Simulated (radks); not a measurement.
Results of a calculation; reference values are marked as such.
The lead ion Pb4+, [Xe] 4f14 5d10. Level of theory: non-relativistic Kohn-Sham, exchange-only B88, spin-polarised, spherical densities, point nucleus (a radial shooting solver on a logarithmic mesh with Libxc functionals). Every spin shell is full or empty, so the densities are truly spherical. Functionals are evaluated on that one density, not self-consistently. Rank these exchange functionals by their error against the exact value of the orbitals, and give that value: LDA, RPBE, PW91, OPTX, SOGGA, G96, MS2, TASK.

Answer. Exact: -358.147 hartree. From best to worst, with 100 (|E| - |E exact|)/|E exact| (equal figures are ties): PW91 +0.01, RPBE -0.25, G96 +0.44, MS2 -0.69, TASK -1.80, SOGGA -1.82, OPTX +1.91, LDA -3.79.
